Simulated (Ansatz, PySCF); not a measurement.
C2H4AlClO. Atoms are numbered in the order given.

```xyz
9

Al    -0.1950     0.0417     0.0000
Cl     0.5346     2.0213     0.0000
C      0.9655    -1.4943     0.0000
C      0.4443    -2.7364     0.0000
H      2.0620    -1.4095     0.0000
H      1.0705    -3.6395     0.0000
H     -0.6399    -2.9100     0.0000
O     -1.8671    -0.2463     0.0000
H     -2.5682     0.4100     0.0000
```
Charge 0, spin multiplicity 1.

The structure is a stationary point at r2SCAN-D4/def2-SVP. The structure was generated by enumeration; whether it is a known compound was not checked. The values are those of a single conformer.

Vertical ionisation energy (IE) and electron affinity (EA) in eV. Rows of orbital energies are one-electron estimates. Where ΔSCF, EOM or ADC give a negative EA the extra electron is unbound and the value depends on the basis.

```tsv
level	IE	EA
−ε(HOMO), −ε(LUMO), ωB97X/def2-TZVP (PySCF)	10.56	-0.85
−ε(HOMO), −ε(LUMO), PBE/def2-TZVP (PySCF)	(withheld)	(withheld)
ΔSCF, CAM-B3LYP/def2-SVPD (Ansatz), final states of multiplicity 2 and 2	10.52	-0.50
ΔSCF, PBE/def2-SVPD (Ansatz), final states of multiplicity 2 and 2	10.07	-0.27
```

### Question
What belongs in the gaps? (The exact figures need the calculation; the answer reports its results.)

### Answer

- −ε(HOMO), −ε(LUMO), PBE/def2-TZVP (PySCF), IE: 7.07
- −ε(HOMO), −ε(LUMO), PBE/def2-TZVP (PySCF), EA: 2.11

### Question
What vertical singlet–triplet gap does ΔSCF give with CAM-B3LYP/def2-SVPD (Ansatz, a program for electronic structure) and with PBE/def2-SVPD (Ansatz)? (An estimate is asked for; the answer gives what the named calculation found.)

### Answer
4.00 and 4.07 eV (triplet above singlet where positive).
